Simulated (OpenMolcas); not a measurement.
An OpenMolcas run meant for Pb III (ANO-RCC-VTZP, DKH3; inactive shells 1s 2s 2p 3s 3p 3d 4s 4p 4d 4f 5s 5p 5d; intended active space 2 electrons in 4 orbitals (6s 6p)). One step of its input:

```
&CASPT2
Multistate=3 1 2 3
Frozen=15 19
IPEA=0.25
Imaginary=0.1
MaxIter=60
WThr=0.0 0.3 0.05
PrWF=0.5
NoMix
Deleted=22 18
```

The run finished. Its levels beside those of a sound run (SS-CASPT2, IPEA 0.25 Eh, imaginary shift 0.1 Eh (closed shells correlated: 5d)), in cm-1 above each run's lowest level:

```tsv
Level	This run	Usual run
6s2 1S0	0.0	0.0
6s 6p 3P* 0	56689	62336
6s 6p 3P* 1	60709	65992
6s 6p 3P* 2	71952	77599
6s 6p 1P* 1	96205	93114
```

Which setting is unsound, and how much does it matter here?

Nearly half of the orbitals are deleted from the virtual space, which removes much of the correlation energy. Against the sound run the excited levels shown move by 4900 cm-1 on average and by 5600 cm-1 at most.

Term energies are means over components that CASPT2 splits; among the terms shown or strongly mixed into the levels shown the widest spread is 180 cm-1 (6s 6p 1P*, this run). Over all roots computed the reference weight is 0.88 to 0.93 in the sound run, 0.94 to 0.99 in this run; the roots of lowest weight are the least certain, and an intruder state may touch them. Spin-orbit splittings of 6p shells tend to come out small when the coupling is added on scalar orbitals. Only configurations of the active space appear.

* marks odd parity.
